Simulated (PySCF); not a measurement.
Ge(H)(OH) (GeH2O), SMILES [OH][GeH] (connectivity only; charge and spin as stated), neutral, multiplicity 1. Atoms are numbered in the order given.

```xyz
4

Ge     0.0464     0.3903     0.0000
H     -1.5676     0.5001     0.0000
O      0.1049    -1.3957     0.0000
H     -0.7549    -1.8235     0.0000
```

Coordinates come from a PBE0-D3(BJ)/def2-TZVP optimisation.

Calculation: PBE0-D3(BJ)/def2-TZVP in PySCF.

Frequencies are harmonic and unscaled.

| mode | ν (cm⁻¹) | IR (km/mol) | Raman (Å⁴/amu) | depolarisation | moving atoms (share of kinetic energy) |
|---|---|---|---|---|---|
| 1 | 605 | 133.1 | 2.5 | 0.75 | H 92 % |
| 2 | 688 | 170.6 | 9.8 | 0.53 | O 68 %, Ge 17 %, H 14 % |
| 3 | 722 | 19.0 | 17.3 | 0.55 | H 87 %, O 11 % |
| 4 | 912 | 34.5 | 11.1 | 0.68 | H 87 %, O 11 % |
| 5 | 1827 | 467.7 | 212.4 | 0.35 | H 99 % |
| 6 | 3888 | 71.7 | 86.1 | 0.23 | H 94 % |
